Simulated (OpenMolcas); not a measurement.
## Co IV: Racah parameters, the spin-orbit constant, worked from levels

| Quantity | Value |
| --- | --- |
| Program | OpenMolcas 26.06 |
| Basis | ANO-RCC-VTZP [6s5p3d2f1g] |
| Scalar Hamiltonian | DKH2, point nucleus |
| Active space | 6 electrons in 9 orbitals (RAS2 3d 4s; RAS3 4p, at most 2 electrons) |
| State averaging | 2S+1 = 5 even, 30 roots; 2S+1 = 7 even, 1 root kept (CI in the orbitals of an earlier block); 2S+1 = 3 even, 87 roots kept (CI in the orbitals of an earlier block); 2S+1 = 1 even, 86 roots kept (CI in the orbitals of an earlier block); 2S+1 = 5 odd, 3 roots; 2S+1 = 7 odd, 3 roots kept (CI in the orbitals of an earlier block); 2S+1 = 3 odd, 7 roots kept (CI in the orbitals of an earlier block, 0 in the spin-orbit step) |
| Spin-orbit coupling | RASSI with atomic mean-field integrals over the reference wave functions, term energies averaged over their components |

Methods: RASSCF; MS-RASPT2, IPEA 0.25 Eh, imaginary shift 0.1 Eh (closed shells correlated: 3s 3p). Measured levels: Sugar and Corliss, J. Phys. Chem. Ref. Data 10, 1097 (1981).

**Racah parameters.** Above ⁵D, d6 has ³G at 9B + 4C, ³H at 4B + 4C and ³D at 16B + 4C. The first two fix B and C, and the third tests them; where it misses by thousands of cm-1, two parameters do not describe the configuration (Trees and configuration-interaction terms are left out) and B and C hang on the terms chosen. Term energies are centres of gravity, weighted by 2J + 1.

| Source | ³G | ³H | B | C | C/B | ³D from B, C | ³D found |
| --- | --- | --- | --- | --- | --- | --- | --- |
| RASSCF | 34497 | 27167 | 1466 | 5326 | 3.63 | 44760 | 44190 |
| MS-RASPT2 | 28798 | 23441 | 1071 | 4789 | 4.47 | 36292 | 35420 |

Energies in cm-1. From RASSCF to MS-RASPT2, B changes by -26.9 % and C by -10.1 %.

**The spin-orbit constant.** For the Hund term ⁵D of d6, E(J) = (A/2) J(J+1) + constant and ζ = -2S·A = -4A. From J = 0 to J = 4 the energy changes by 10 A.

| Source | E(4) - E(0) | A | ζ |
| --- | --- | --- | --- |
| RASSCF | -1675.4 | -167.5 | 670 |
| MS-RASPT2 | -1663.2 | -166.3 | 665 |
| measured | -1493.6 | -149.4 | 597 |

All in cm-1. MS-RASPT2 is off by +11.4 % and RASSCF by +12.2 %. Both methods take the spin-orbit matrix elements from the reference wave functions, so the second can move ζ only through the term energies and any multistate remixing. Second-order mixing with other terms is absorbed into this ζ.

CASPT2 breaks the degeneracy within a term, and the mean is taken; among the terms shown or strongly mixed into the levels shown the widest spread is 73 cm-1 (3d⁶ ³H, MS-RASPT2). Over all roots computed the reference weight is 0.90 to 0.96 in MS-RASPT2; the roots of lowest weight are the least certain, and an intruder state may touch them. Some high roots are left out of the spin-orbit mixing, which shifts the levels that they would mix with. Terms from blocks run as CI alone lack orbitals of their own. Without dynamic correlation excited terms often stand tens of per cent too high (terms of higher spin than the ground term too low), and those without a measured partner can miss by more than the paired ones (holds for RASSCF). Blocks of more than 70 roots (2S+1 = 3 even, 1 even) ran without multistate coupling (holds for MS-RASPT2). Computed and measured levels are paired by configuration, term and J; levels that our copy of the source lacks, or whose pairing is in doubt (as where it misses far off the trend of its configuration), stay unpaired and out of the deviations. Only configurations of the active space appear.
